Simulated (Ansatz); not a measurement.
Start from `[CH3][Sn]([CH3])([Cl])[Cl]` and change one atom or group to get `[CH3][Sn]([SH])([Cl])[Cl]`.

Ansatz, PBE0-D4/def2-TZVP geometries, multiplicity 1. Each molecule was computed in one conformer, which needn't be the lowest.

Elements past krypton have def2 core potentials.

```
                                                                                  property  `[CH3][Sn]([CH3])([Cl])[Cl]`
                                                      HOMO–LUMO gap (PBE0/def2-TZVPP) / eV                          7.52
                                                         HOMO energy (PBE/def2-TZVPP) / eV                         -7.04
                                                        HOMO energy (PBE0/def2-TZVPP) / eV                         -8.32
                                          size of the dipole moment (B3LYP/def2-TZVPP) / D                          3.80
ideal-gas entropy at 298 K and 1 bar (rigid rotor, harmonic PBE0-D4/def2-TZVP) / J/(mol·K)                           408
                                            size of the dipole moment (PBE/def2-TZVPP) / D                          3.71
```

(1) What does the change do to each property? (An estimate is asked.)

Answers

(1) The calculation gave: 
```csv
property,`[CH3][Sn]([SH])([Cl])[Cl]`,shift
HOMO–LUMO gap (PBE0/def2-TZVPP) / eV,6.21,-1.31
HOMO energy (PBE/def2-TZVPP) / eV,-6.68,0.36
HOMO energy (PBE0/def2-TZVPP) / eV,-7.95,0.37
size of the dipole moment (B3LYP/def2-TZVPP) / D,2.51,-1.29
"ideal-gas entropy at 298 K and 1 bar (rigid rotor, harmonic PBE0-D4/def2-TZVP) / J/(mol·K)",422,14
size of the dipole moment (PBE/def2-TZVPP) / D,2.44,-1.27
```

With PBE0 the HOMO rises by 0.37 eV and the LUMO falls by 0.96 eV, so the gap narrows by about 1.33 eV. PBE moves the HOMO by 0.36 eV and ωB97M-V by 0.32 eV. The zero-point energy changes by -70.8 kJ/mol with -6 modes. Dipoles are sizes alone; their direction can turn. Modes under 60 cm⁻¹, often nearly free rotors, make the harmonic entropy too high.

B3LYP here is the variant with VWN-RPA as its local correlation; programs differ in this.
